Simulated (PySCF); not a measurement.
PBEsol on Se⁻ (selenium, charge -1), [Ar] 3d10 4s2 4p5, 2P determinant. Computed with PySCF 2.14 in aug-cc-pVDZ-DK, with the spin-free X2C one-electron Hamiltonian (Gaussian nucleus).

```
cycle= 1 E= -2427.75608977433  delta_E= -0.0111  |g|= 0.0567  |ddm|= 0.433
cycle= 2 E= -2427.7564431124  delta_E= -0.000353  |g|= 0.0316  |ddm|= 0.103
cycle= 3 E= -2427.75667360239  delta_E= -0.00023  |g|= 0.0117  |ddm|= 0.0921
cycle= 4 E= -2427.75680009147  delta_E= -0.000126  |g|= 0.000437  |ddm|= 0.0365
cycle= 5 E= -2427.75680033499  delta_E= -2.44e-07  |g|= 3.65e-05  |ddm|= 0.00174
cycle= 6 E= -2427.75680033821  delta_E= -3.22e-09  |g|= 3.49e-06  |ddm|= 0.000278
cycle= 7 E= -2427.75680033822  delta_E= -1.46e-11  |g|= 3.59e-07  |ddm|= 1.46e-05
converged SCF energy = -2427.75680033822  <S^2> = 0.75230027  2S+1 = 2.0022989
```

Highest occupied orbital energy: 1.048 eV; ⟨L²⟩ = 2.02; populations by l: s 8.00, p 17.00, d 10.00.

Problem. Can this result be used?

Solution. With care. The run converged. At PBEsol the highest occupied level has a positive energy, so only the finite basis holds that electron; in a semilocal or global hybrid functional this comes from self-interaction and does not mean that the real anion is unbound.
